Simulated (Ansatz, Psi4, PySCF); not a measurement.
Molecule: C4H9O, charge 0, multiplicity 2. SMILES: C[C](OC)C
Structure (B3LYP-D3(BJ)/def2-TZVP (Ansatz, a quantum-chemistry and plane-wave program) minimum search):
```
C
O 1 1.3742
C 2 1.4172 1 117.88
H 3 1.0882 2 106.39 1 173.41
H 3 1.0934 4 108.98 2 -120.83
H 3 1.0945 4 109.28 5 -119.23
C 1 1.4874 2 111.24 3 -175.74
H 7 1.0906 1 110.77 2 166.19
H 7 1.0910 8 108.73 1 121.87
H 7 1.1021 8 107.43 9 115.73
C 1 1.4926 2 119.08 3 38.21
H 11 1.0899 1 109.62 2 -176.51
H 11 1.0913 12 107.65 1 -123.37
H 11 1.1034 12 107.27 13 -115.02
```
Charge 0, spin multiplicity 2.

Wanted: size of the dipole moment, in D. Conventions: 6-311+G** with 5d; no spin-orbit coupling; six Cartesian d functions in 6-31G* and its kin unless marked 5d; dispersion terms only where a functional's name holds one; non-relativistic; open shells spin-unrestricted. Ab initio and DFT rows: single points at B3LYP-D3(BJ) geometries (Ansatz).

```json
[
 {"level": "PBE/3-21G", "program": "Ansatz", "size of the dipole moment (D)": "1.25"},
 {"level": "PBE/def2-SVP", "program": "Ansatz", "size of the dipole moment (D)": "1.14"},
 {"level": "PBE/6-311+G**", "program": "Ansatz", "size of the dipole moment (D)": "1.21"},
 {"level": "B3LYP/6-31G", "program": "Ansatz", "size of the dipole moment (D)": "1.45"},
 {"level": "B3LYP/6-31G*", "program": "Ansatz", "size of the dipole moment (D)": "1.17"},
 {"level": "B3LYP/6-31G**", "program": "Ansatz", "size of the dipole moment (D)": "1.17"},
 {"level": "B3LYP/6-311+G**", "program": "Ansatz", "size of the dipole moment (D)": "1.29"},
 {"level": "wB97X-D/6-31G*", "program": "Psi4", "size of the dipole moment (D)": "1.21"},
 {"level": "wB97X-D/6-311+G**", "program": "Psi4", "size of the dipole moment (D)": "1.32"},
 {"level": "B3PW91/6-31G* (5d)", "program": "PySCF", "size of the dipole moment (D)": "1.18"}
]
```

No value to compare with is used here. The 10 habitual levels span 1.14 (PBE/def2-SVP) to 1.45 D (B3LYP/6-31G).

The levels are drawn from those run, B3LYP/6-31G* more often than the rest, none by its result; left out are runs that failed, that the program found above a lower state of the same kind, or whose <S^2> lies over 0.5 above the pure value.
